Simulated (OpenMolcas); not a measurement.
Pt4+ in a point-charge field

Pt4+ among 6 point charges of -1 e arranged as a tetragonal octahedron (D4h), 1.87 Å from the ion, with the axial distance 2.169 Å.

```
Program             : OpenMolcas 26.06
Method              : CASSCF
Basis               : ANO-RCC-VDZP [7s6p4d2f]
Scalar Hamiltonian  : DKH2, point nucleus
Active space        : 6 electrons in 5 orbitals (5d)
State averaging     : 2S+1 = 5 even, 5 roots; 2S+1 = 3 even, 45 roots; 2S+1 = 1 even, 50 roots
Spin-orbit coupling : state interaction with AMFI integrals over the reference wave functions
```

The lowest spin-free states (labels of D4, the rotations of D4h), above the lowest:

```csv
State,Degeneracy,E (cm-1),Free-ion L (%)
5E,2,0.0,D (100)
5B2,1,2334,D (100)
5A1,1,3615,D (100)
5B1,1,8927,D (100)
3E,2,15552,H (58)
3B2,1,17118,H (45)
3A2,1,17777,H (62)
3A2,1,19147,H (58)
3E,2,19512,H (85)
3E,2,20378,H (64)
3B1,1,21745,H (56)
1A1,1,21825,G (48)
3E,2,22476,G (44)
3A1,1,22820,H (93)
3B2,1,23224,H (53)
3A2,1,23903,P (52)
1E,2,24862,I (63)
3E,2,24947,G (50)
3B1,1,25474,F (77)
3E,2,25655,H (49)
```

The lowest levels with spin-orbit coupling:

```json
{"E (cm-1)": "0.0", "Degeneracy": "1", "Label": "B1", "2S+1": "5 (76 %)", "g": ""}
{"E (cm-1)": "8.9", "Degeneracy": "1", "Label": "A1", "2S+1": "5 (76 %)", "g": ""}
{"E (cm-1)": "93.3", "Degeneracy": "2", "Label": "E", "2S+1": "5 (77 %)", "g": "0.00 0.00 2.63"}
{"E (cm-1)": "268.8", "Degeneracy": "1", "Label": "B2", "2S+1": "5 (83 %)", "g": ""}
{"E (cm-1)": "921.3", "Degeneracy": "2", "Label": "E", "2S+1": "5 (84 %)", "g": "0.00 0.00 8.89"}
{"E (cm-1)": "2816", "Degeneracy": "1", "Label": "A1", "2S+1": "5 (75 %)", "g": ""}
{"E (cm-1)": "3118", "Degeneracy": "1", "Label": "A2", "2S+1": "5 (78 %)", "g": ""}
{"E (cm-1)": "6720", "Degeneracy": "2", "Label": "E", "2S+1": "5 (72 %)", "g": "0.00 0.00 4.20"}
{"E (cm-1)": "7180", "Degeneracy": "1", "Label": "B2", "2S+1": "5 (57 %)", "g": ""}
{"E (cm-1)": "7542", "Degeneracy": "1", "Label": "A2", "2S+1": "5", "g": ""}
{"E (cm-1)": "8658", "Degeneracy": "2", "Label": "E", "2S+1": "5 (88 %)", "g": "0.00 0.00 4.37"}
{"E (cm-1)": "8998", "Degeneracy": "1", "Label": "B1", "2S+1": "5 (65 %)", "g": ""}
{"E (cm-1)": "9823", "Degeneracy": "1", "Label": "A1", "2S+1": "5 (62 %)", "g": ""}
{"E (cm-1)": "10062", "Degeneracy": "1", "Label": "B2", "2S+1": "5 (89 %)", "g": ""}
{"E (cm-1)": "11457", "Degeneracy": "2", "Label": "E", "2S+1": "5 (80 %)", "g": "0.00 0.00 1.48"}
{"E (cm-1)": "13940", "Degeneracy": "1", "Label": "B1", "2S+1": "5 (79 %)", "g": ""}
{"E (cm-1)": "14615", "Degeneracy": "2", "Label": "E", "2S+1": "5 (74 %)", "g": "0.00 0.00 0.70"}
{"E (cm-1)": "15136", "Degeneracy": "1", "Label": "A1", "2S+1": "5 (59 %)", "g": ""}
{"E (cm-1)": "16258", "Degeneracy": "1", "Label": "A1", "2S+1": "3 (49 %)", "g": ""}
{"E (cm-1)": "16344", "Degeneracy": "1", "Label": "A2", "2S+1": "5 (72 %)", "g": ""}
```

Powder χT (cm3 K/mol): 0.0885 at 2 K, 0.519 at 10 K, 2.61 at 50 K, 3.66 at 100 K, 4.26 at 200 K, 4.47 at 300 K. The effective moment at 300 K is 2.828 √(χT) = 5.98 μB.

Spin-orbit coupling mixes the spin-free states strongly: the lowest level takes only 62 % from its leading state, 5E. An orbital doublet at a regular site is open to a Jahn-Teller distortion, which this geometry leaves out. Without dynamic correlation the repulsion within the d shell is too large (B by tens of per cent), so at a given field states of lower spin stand too high. Point charges give a weaker field than real ligands, and real ions of this kind are as a rule low spin; the high spin found here belongs to the model. This is an electrostatic model: the charges have no orbitals. No measured value stands beside these numbers.

With an even number of electrons the g values are those of a degenerate or nearly degenerate non-Kramers pair.
